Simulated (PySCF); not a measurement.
## SbO2F at several levels of theory

All levels use the PBE0 minimum (singlet; Sb–F 1.884 Å, Sb–O 1.785 Å (×2); F–Sb–O 108.1° (×2), O–Sb–O 143.9°), basis [Sb def2-TZVP with ECP28, O def2-TZVP, F def2-TZVP], scalar-relativistic core potentials, density fitting, no spin–orbit coupling, PySCF. For vertical energies the ionised species is a doublet (spins chosen at PBE0 and kept) and the electron-attached one a doublet. Atomisation goes to high-spin ground-configuration atoms, without zero-point energy. Open shells are unrestricted, also as the reference of the correlated levels. A dash marks a value that was not computed or is not defined at that level.

Z-matrix (Å, degrees; charge 0 multiplicity 1):
```
Sb
O  1 1.7846
O  1 1.7846 2 143.86
F  1 1.8844 2 108.07 3 180.00
```

| level | atomisation (kJ/mol) | vertical IP (eV) | vertical EA (eV) | −ε(HOMO) (eV) | gap (eV) | dipole (D) |
| --- | --- | --- | --- | --- | --- | --- |
| PBE0 | 1039 | 11.82 | 1.89 | 9.64 | 5.57 | 0.17 |
| HF | 263 | 10.23 | 1.24 | 13.52 | 13.28 | 0.08 |
| MP2 | 1128 | 12.52 | 1.73 | – | – | – |
| PBE | 1210 | 11.50 | 1.76 | 7.93 | 2.93 | 0.18 |

Without diffuse functions attachment energies tend to come out too low.
